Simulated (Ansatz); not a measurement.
input.yaml

```yaml
crystal:
  periodic: [false, false, false]
  atoms:
    - { symbol: B, position_ang: [-1.374427, 0.945372, -1.165028] }
    - { symbol: C, position_ang: [-0.91829, 0.05802, 0.026878] }
    - { symbol: C, position_ang: [-0.162201, -1.289974, -0.238642] }
    - { symbol: Si, position_ang: [1.602655, -0.999867, 0.473946] }
    - { symbol: Ge, position_ang: [0.53263, 1.07748, 0.997939] }
    - { symbol: F, position_ang: [1.046042, 2.447944, 0.052275] }
    - { symbol: H, position_ang: [-0.90328, 0.810926, -2.26273] }
    - { symbol: H, position_ang: [-2.186168, 1.813093, -0.98564] }
    - { symbol: H, position_ang: [-1.726184, -0.056485, 0.755854] }
    - { symbol: H, position_ang: [-0.658552, -2.123126, 0.264265] }
    - { symbol: H, position_ang: [-0.138779, -1.538193, -1.301883] }
    - { symbol: H, position_ang: [2.005678, -1.901331, 1.57954] }
    - { symbol: H, position_ang: [2.688153, -0.942793, -0.53139] }
    - { symbol: H, position_ang: [0.179623, 1.669634, 2.363315] }
basis:
  gaussian: { orbitals: def2-SVP }
hamiltonian:
  xc: hf
neb:
  order_check: false
  images: 7
  f_tol: 0.05
  max_iterations: 55
  final_atoms:
    - { symbol: B, position_ang: [-1.64654703, 0.90555998, -0.98103285] }
    - { symbol: C, position_ang: [-0.85474159, 0.02891249, 0.02507556] }
    - { symbol: C, position_ang: [-0.0019501, -1.1884179, -0.45652661] }
    - { symbol: Si, position_ang: [1.56719781, -1.07653594, 0.64294911] }
    - { symbol: Ge, position_ang: [0.63091979, 1.11885771, 0.85631353] }
    - { symbol: F, position_ang: [1.23584045, 2.25870304, -0.31409713] }
    - { symbol: H, position_ang: [-1.40151272, 0.88511996, -2.15697133] }
    - { symbol: H, position_ang: [-2.48667057, 1.6664412, -0.57648701] }
    - { symbol: H, position_ang: [-1.46171702, -0.23017182, 0.90005609] }
    - { symbol: H, position_ang: [-0.54986244, -2.1315772, -0.40055466] }
    - { symbol: H, position_ang: [0.28568863, -1.05079555, -1.50229817] }
    - { symbol: H, position_ang: [1.47190685, -1.86028969, 1.89909051] }
    - { symbol: H, position_ang: [2.87902612, -1.3249843, 0.0051951] }
    - { symbol: H, position_ang: [0.31932182, 1.96987802, 2.08798687] }
  initial_path:
    images:
      - { positions_ang: [[-1.374427, 0.945372, -1.165028], [-0.91829, 0.05802, 0.026878], [-0.162201, -1.289974, -0.238642], [1.602655, -0.999867, 0.473946], [0.53263, 1.07748, 0.997939], [1.046042, 2.447944, 0.052275], [-0.90328, 0.810926, -2.26273], [-2.186168, 1.813093, -0.98564], [-1.726184, -0.056485, 0.755854], [-0.658552, -2.123126, 0.264265], [-0.138779, -1.538193, -1.301883], [2.005678, -1.901331, 1.57954], [2.688153, -0.942793, -0.53139], [0.179623, 1.669634, 2.363315]] }
      - { positions_ang: [[-1.35571352, 0.89309853, -1.17654746], [-0.89778817, 0.05166232, 0.04192024], [-0.16432795, -1.29645615, -0.2351929], [1.60984521, -0.99075556, 0.48007892], [0.55398651, 1.06704494, 0.977888], [1.10017574, 2.41713462, 0.0145795], [-0.82027648, 0.86516989, -2.22194663], [-2.25136714, 1.63552468, -1.07171865], [-1.71088528, -0.06290386, 0.77908009], [-0.6502031, -2.12908102, 0.28856575], [-0.27073783, -1.29362551, -1.31602829], [1.96490982, -1.86103051, 1.6196144], [2.65394682, -0.92596184, -0.53581131], [0.22533536, 1.60087948, 2.38421734]] }
      - { positions_ang: [[-1.33700004, 0.84082505, -1.18806693], [-0.87728634, 0.04530463, 0.05696248], [-0.1664549, -1.3029383, -0.23174381], [1.61703543, -0.98164412, 0.48621184], [0.57534302, 1.05660988, 0.95783701], [1.15430948, 2.38632524, -0.023116], [-0.73727295, 0.91941378, -2.18116325], [-2.31656628, 1.45795636, -1.1577973], [-1.69558655, -0.06932273, 0.80230618], [-0.6418542, -2.13503605, 0.3128665], [-0.40269667, -1.04905802, -1.33017357], [1.92414165, -1.82073002, 1.6596888], [2.61974064, -0.90913068, -0.54023261], [0.27104772, 1.53212497, 2.40511967]] }
      - { positions_ang: [[-1.31828656, 0.78855158, -1.19958639], [-0.85678451, 0.03894695, 0.07200472], [-0.16858186, -1.30942045, -0.22829471], [1.62422564, -0.97253268, 0.49234475], [0.59669954, 1.04617482, 0.93778601], [1.20844322, 2.35551587, -0.0608115], [-0.65426943, 0.97365768, -2.14037988], [-2.38176542, 1.28038804, -1.24387596], [-1.68028783, -0.07574159, 0.82553227], [-0.6335053, -2.14099107, 0.33716725], [-0.5346555, -0.80449052, -1.34431886], [1.88337347, -1.78042952, 1.69976321], [2.58553445, -0.89229952, -0.54465392], [0.31676008, 1.46337045, 2.42602201]] }
      - { positions_ang: [[-1.29957308, 0.7362781, -1.21110585], [-0.83628268, 0.03258926, 0.08704696], [-0.17070881, -1.31590261, -0.22484562], [1.63141586, -0.96342124, 0.49847767], [0.61805605, 1.03573976, 0.91773501], [1.26257695, 2.32470649, -0.098507], [-0.5712659, 1.02790157, -2.09959651], [-2.44696456, 1.10281972, -1.32995461], [-1.66498911, -0.08216046, 0.84875837], [-0.6251564, -2.1469461, 0.361468], [-0.66661433, -0.55992303, -1.35846414], [1.8426053, -1.74012903, 1.73983761], [2.55132827, -0.87546837, -0.54907523], [0.36247244, 1.39461593, 2.44692434]] }
      - { positions_ang: [[-1.38631657, 0.77859857, -1.1535876], [-0.84089741, 0.03167007, 0.07155411], [-0.12851913, -1.28403143, -0.28276587], [1.61536135, -0.99169992, 0.53459553], [0.62127198, 1.05651925, 0.90237964], [1.25589283, 2.30820563, -0.15240453], [-0.7788276, 0.99220617, -2.11394022], [-2.45689106, 1.24372509, -1.14158771], [-1.61417109, -0.1191633, 0.8615828], [-0.60633291, -2.14310387, 0.17096234], [-0.42853859, -0.68264116, -1.39442265], [1.74993068, -1.7701692, 1.77965083], [2.63325273, -0.98784735, -0.41050765], [0.35168478, 1.53843145, 2.35718997]] }
      - { positions_ang: [[-1.47306006, 0.82091904, -1.09606935], [-0.84551214, 0.03075087, 0.05606126], [-0.08632945, -1.25216025, -0.34068611], [1.59930684, -1.01997859, 0.57071339], [0.62448792, 1.07729873, 0.88702427], [1.2492087, 2.29170476, -0.20630206], [-0.98638931, 0.95651076, -2.12828392], [-2.46681756, 1.38463046, -0.95322081], [-1.56335307, -0.15616614, 0.87440723], [-0.58750942, -2.13926165, -0.01954333], [-0.19046285, -0.80535929, -1.43038116], [1.65725607, -1.80020936, 1.81946406], [2.71517719, -1.10022633, -0.27194006], [0.34089713, 1.68224698, 2.26745561]] }
      - { positions_ang: [[-1.55980355, 0.86323951, -1.0385511], [-0.85012686, 0.02983168, 0.04056841], [-0.04413977, -1.22028908, -0.39860636], [1.58325233, -1.04825727, 0.60683125], [0.62770386, 1.09807822, 0.8716689], [1.24252458, 2.2752039, -0.26019959], [-1.19395101, 0.92081536, -2.14262763], [-2.47674407, 1.52553583, -0.76485391], [-1.51253504, -0.19316898, 0.88723166], [-0.56868593, -2.13541942, -0.210049], [0.04761289, -0.92807742, -1.46633966], [1.56458146, -1.83024952, 1.85927728], [2.79710166, -1.21260531, -0.13337248], [0.33010947, 1.8260625, 2.17772124]] }
      - { positions_ang: [[-1.64654703, 0.90555998, -0.98103285], [-0.85474159, 0.02891249, 0.02507556], [-0.0019501, -1.1884179, -0.45652661], [1.56719781, -1.07653594, 0.64294911], [0.63091979, 1.11885771, 0.85631353], [1.23584045, 2.25870304, -0.31409713], [-1.40151272, 0.88511996, -2.15697133], [-2.48667057, 1.6664412, -0.57648701], [-1.46171702, -0.23017182, 0.90005609], [-0.54986244, -2.1315772, -0.40055466], [0.28568863, -1.05079555, -1.50229817], [1.47190685, -1.86028969, 1.89909051], [2.87902612, -1.3249843, 0.0051951], [0.31932182, 1.96987802, 2.08798687]] }
```

Launched with:

```bash
$ ansatz run input.yaml --threads 2 --pin off --max-ram 3072MiB --backend cpu --events-out ev --progress --plain --runs-dir out
```

Hardware: 2 threads of Arm Neoverse V1, with other jobs on the host.

Question: Roughly how long does this run take, and how much memory?

Answer: 8.4 min, with a peak of 0.45 GiB, for 18 band iterations.
